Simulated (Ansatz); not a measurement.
`C[NH][GaH2]` → `[CH3][GaH][NH2]`  (isomerisation)

Calculated with Ansatz (gas phase, PBE0-D4/def2-TZVP geometries, no zero-point term in ΔE). CCSD(T)/CBS adds triple-zeta CCSD(T) − MP2 to the extrapolated MP2 energy (def2 sets, frozen cores). Functionals use def2-TZVPP. B3LYP here is the variant with VWN-RPA as its local correlation; programs differ in this. HSE06 is defined as in plane-wave codes. For Ga outer-core shells are correlated without core-valence functions, which leaves a few kJ/mol of doubt a bond. Scalar relativity is left out up to krypton. One conformer a species, not always the lowest.

`C[NH][GaH2]`:

Cartesian coordinates in Å:
```
C 0.696 0.449 -0.973
N 0.444 -0.215 0.283
Ga -1.153 -0.464 1.107
H -0.245 0.806 -1.398
H 1.154 -0.218 -1.714
H 1.353 1.321 -0.861
H 1.282 -0.565 0.720
H -1.127 -1.223 2.470
H -2.403 0.109 0.365
```

`[CH3][GaH][NH2]`:

Cartesian coordinates in Å:
```
C -0.097 1.477 0.210
Ga 0.386 -0.403 0.496
N -0.203 -1.632 -0.709
H 0.802 2.091 0.110
H -0.657 1.862 1.066
H -0.704 1.606 -0.687
H 1.245 -0.972 1.676
H -0.009 -2.617 -0.648
H -0.763 -1.412 -1.515
```

| level | ΔE (kJ/mol) | difference from CCSD(T)/CBS |
| --- | --- | --- |
| LDA (SPW92) | -64.2 | 13.9 |
| revPBE-D4 | -64.8 | 13.3 |
| BLYP-D4 | -65.8 | 12.3 |
| r2SCAN-D4 | -72.7 | 5.4 |
| B97M-V | -64.3 | 13.8 |
| PBE0-D4 | -70.4 | 7.7 |
| B3LYP-D4 | -68.2 | 9.9 |
| r2SCAN0-D4 | -73.9 | 4.2 |
| HSE06-D4 | -70.5 | 7.6 |
| BHLYP-D4 | -69.6 | 8.5 |
| CAM-B3LYP-D4 | -68.5 | 9.6 |
| ωB97X-V | -69.4 | 8.7 |
| ωB97M-V | -73.0 | 5.1 |
| B2PLYP | -72.4 | 5.7 |
| PBE-QIDH | -74.3 | 3.8 |
| PBE | -68.9 | 9.2 |
| revPBE | -70.0 | 8.1 |
| BLYP | -68.0 | 10.1 |
| PBE0 | -71.0 | 7.1 |
| B3LYP | -69.4 | 8.7 |
| r2SCANh | -73.4 | 4.7 |
| r2SCAN0 | -74.1 | 4.0 |
| HSE06 | -71.0 | 7.1 |
| BHLYP | -69.9 | 8.2 |
| CAM-B3LYP | -69.0 | 9.1 |
| LC-ωPBE | -73.0 | 5.1 |
| RPA@PBE/def2-TZVPP | -66.8 | 11.3 |
| HF/def2-SVP | -53.8 | 24.3 |
| CCSD/def2-SVP | -53.9 | 24.2 |
| CCSD(T)/def2-SVP | -53.0 | 25.1 |
| HF/def2-TZVPP | -66.7 | 11.4 |
| MP2/def2-TZVPP | -79.0 | -0.9 |
| SCS-MP2/def2-TZVPP | -73.6 | 4.5 |
| CCSD(T)/def2-TZVPP | -73.5 | 4.6 |
| HF/def2-QZVPP | -66.2 | 11.9 |
| MP2/def2-QZVPP | -81.5 | -3.4 |
| SCS-MP2/def2-QZVPP | -75.9 | 2.2 |
| HF/CBS(def2) | -66.1 | 12.0 |
| MP2/CBS(def2) | -83.6 | -5.5 |
| CCSD/CBS(def2) | -78.1 | 0.0 |
| CCSD(T)/CBS | -78.1 | 0 |

(1) What do rigid-rotor, harmonic-oscillator terms from PBE0-D4/def2-TZVP frequencies (298.15 K, 1 bar) make of the CCSD(T)/CBS value? (Estimate.)

Largest T1 diagnostic among the species: 0.015.

Answers

(1) Ansatz gave: ΔZPE = +0.7 kJ/mol, ΔH = -75.5 kJ/mol, ΔS = 17 J/(mol·K), ΔG = -80.7 kJ/mol.

In def2-TZVPP, CCSD(T) changes the Hartree–Fock value by −6.7 kJ/mol (the triples alone add −0.0 kJ/mol) and MP2 by −12.2 kJ/mol. Leaving LDA and LC-ωPBE aside and taking each functional with its dispersion term where it has one, the values spread over 10.0 kJ/mol, from PBE-QIDH to B97M-V. LDA lies +4.7 kJ/mol from PBE without D4. At CCSD(T), def2-SVP lies +25.1 kJ/mol from the extrapolated value and def2-TZVPP +4.6 kJ/mol.
